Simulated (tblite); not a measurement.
Compound: C₂H₁₀OSSi₂.
Z-matrix (Å and degrees, GFN2-xTB geometry), rows numbered from 1:
```
Si
C   1  1.9114
S   2  1.8203  1  115.20
C   3  1.8157  2  100.23  1   -49.88
O   4  1.3731  3  112.53  2    74.38
Si  5  1.6340  4  127.41  3    77.47
H   1  1.4580  2  109.72  3   -47.43
H   1  1.4679  2  104.04  3  -165.58
H   1  1.4603  2  110.30  3    78.28
H   2  1.0904  1  112.03  3  -122.73
H   2  1.0886  1  110.52  3   117.31
H   4  1.0931  3  107.57  2   -45.60
H   4  1.0939  3  105.68  2  -162.84
H   6  1.4531  5   97.89  4   178.25
H   6  1.4659  5  108.96  4    58.86
H   6  1.4624  5  111.91  4   -61.65
```

Computed with GFN2-xTB (tblite): harmonic, unscaled wavenumbers at the GFN2-xTB geometry, gas phase. This tight-binding method is rough: wavenumbers can miss measured ones by several per cent, in bad cases by 10 to 20. Modes of hydrogen on silicon can be 10 to 20 % off. One conformer, not necessarily the lowest.

Harmonic wavenumbers (cm⁻¹): 60.1, 65.4, 70.3, 127.1, 160.5, 202.9, 220.0, 289.0, 391.4, 507.1, 528.3, 604.6, 631.6, 662.9, 697.1, 723.4, 735.4, 747.5, 763.6, 781.6, 796.7, 799.2, 821.0, 825.5, 922.8, 1083.2, 1116.3, 1177.0, 1220.0, 1272.8, 1437.3, 1447.6, 2230.2, 2234.8, 2270.6, 2293.9, 2315.1, 2352.3, 2938.5, 2947.2, 2961.5, 3003.2.

A = 2383, B = 1289, C = 956.6 MHz; mass 137.999 u (most abundant isotopes); point group C1, symmetry number 1.

Q: Zero-point energy?

A: ½Σν̃ = 23718 cm⁻¹ = 67.81 kcal/mol.

Q: Give the ideal-gas entropy at 400 K and 1 bar in the rigid-rotor, harmonic-oscillator model (classical rotation).

A: Translation 42.16, rotation 29.96, vibration 40.44: S = 112.6 cal/(mol K).

Q: And Cp and H(400 K) − H(0)?

A: Cp = 47.29 cal/(mol K), of which vibrations give 39.34 (their classical limit is 42 R = 83.5); H(400 K) − H(0) = 11.45 kcal/mol without the zero-point energy, 8.27 from vibrations.

Q: Which modes carry the vibrational entropy at 400 K?

A: 60.1 cm⁻¹: 5.03; 65.4 cm⁻¹: 4.87; 70.3 cm⁻¹: 4.72; 127.1 cm⁻¹: 3.56; 160.5 cm⁻¹: 3.11; 202.9 cm⁻¹: 2.66 cal/(mol K); the other 36 give 16.49 together.

Q: What must be added to the electronic energy to get the Gibbs energy at 400 K and 1 bar?

A: ZPE + [H(400 K) − H(0)] − T·S = 67.81 + 11.45 − 45.03 = 34.23 kcal/mol.

Q: Blend soft modes into free rotors: weight 1/[1 + (100 cm⁻¹/ν̃)⁴] for the oscillator and the rest for a rotor with moment μB/(μ + B), μ = h/(8π²ν), B = 10⁻⁴⁴ kg m². What vibrational entropy results?

A: 36.89 cal/(mol K) in place of 40.44, which changes −T·S at 400 K by +1.42 kcal/mol.

Hindered rotation and anharmonicity are outside this model. Other conformers, if any are populated, would add a mixing term that is left out. The structure is chiral; the term R ln 2 for an equal mix with its mirror image is left out.
